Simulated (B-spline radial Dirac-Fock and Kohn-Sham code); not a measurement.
ΔSCF core binding energies without Breit or QED terms, calculated with a radial finite-basis atomic code.

A sound run for the B⁺ ion in the configuration [He] 2s2: The ground state converged in 8 iterations, with total energy -24.24516 Ha, virial ratio 1.99937 and highest orbital energy -23.78 eV. ΔSCF binding energies: K (1s) 217.7 eV. Holes are computed only in closed shells, and unreliable hole states are left out.

A second run, with one unsound setting: The ground state had not converged after 60 iterations, with total energy -24.24502 Ha, virial ratio 2.00122 and highest orbital energy -23.83 eV. ΔSCF binding energies: K (1s) 217.7 eV (not all states converged, so these are not final). Holes are computed only in closed shells, and unreliable hole states are left out.

```
iter   energy (Ha)        error
   1      -24.00528656  2.03e-01
   2      -24.24269395  1.25e-02
   3      -24.24281364  1.22e-02
   4      -24.24292747  1.18e-02
   5      -24.24303573  1.15e-02
   6      -24.24313871  1.12e-02
   7      -24.24323665  1.09e-02
   8      -24.24332981  1.05e-02
   9      -24.24341842  1.02e-02
  17      -24.24398840  8.15e-03
  25      -24.24437119  6.54e-03
  33      -24.24462872  5.40e-03
  41      -24.24480223  4.46e-03
  49      -24.24491931  3.68e-03
  57      -24.24499841  3.04e-03
  60      -24.24502095  2.83e-03
```

**Question.** Which fault fits the second run best?
A. speed of light below Z
B. damping too heavy
C. box too small
D. functional not served

**Answer.** B. The input had damp = 0.97; ndamp = 100: damp is so close to 1 that the orbitals hardly move in each step.
